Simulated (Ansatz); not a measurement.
A structure relaxed at r2SCAN/def2-SVP in Ansatz, charge 1, doublet:

```xyz
7

Sr   -0.486    4.422   -0.573
Sr   -2.427   -2.457   -0.783
Sr    0.880   -1.883    1.720
Sr   -1.942    1.171    1.456
Sr    0.557    0.356   -1.672
Sr    2.129    2.246    1.698
Sr    1.290   -3.854   -1.846
```

Give its formula.

the cluster Sr7⁺.

Summarise the bond lengths by kind (pairs closer than 1.2 times the sum of covalent radii, bridged metal pairs left out).

15 × Sr–Sr 4.08 to 4.34 Å.

In the def2 sets Sr takes a core potential; there is no spin–orbit coupling. The charge 1 doublet is spin-contaminated (final ⟨S²⟩ up to 1.52, 0.75 for a pure state). The structure comes from a short search, and lower isomers may exist.
